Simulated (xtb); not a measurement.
In(Cl)(SH)2 (ClH₂InS₂), SMILES [SH][In]([SH])[Cl]. All values are semi-empirical tight-binding results from xtb (GFN2-xTB unless named), good for trends rather than for accurate numbers. Geometry: GFN2-xTB. Other conformers were not sampled.

Optimised geometry:

```xyz
6

In     0.0000     0.0000     0.0417
Cl     0.0000     0.0000     2.3348
S      2.1151    -0.0012    -1.1574
H      1.5205     0.0273    -2.3480
S     -2.1151     0.0012    -1.1574
H     -1.5205    -0.0273    -2.3480
```

For metal compounds this method's bond lengths and energies can be far off.

```
Item                                            Value
-------------------------------------  --------------
point group as xtb finds it                       C2v
orbital gap                                   2.34 eV
zero-point energy                       10.5 kcal/mol
G − E(el) at 298.15 K (modified RRHO)  -11.5 kcal/mol
```

Question: Give the atomic charges and the Wiberg bond orders between heavy atoms. (An estimate is asked for; the answer gives what the named calculation found.)

Answer: charges (e) In1 0.23, Cl2 -0.13, S3 -0.24, H4 0.19, S5 -0.24, H6 0.19. Bond orders In1–Cl2 1.07, In1–S3 0.88, In1–S5 0.88.
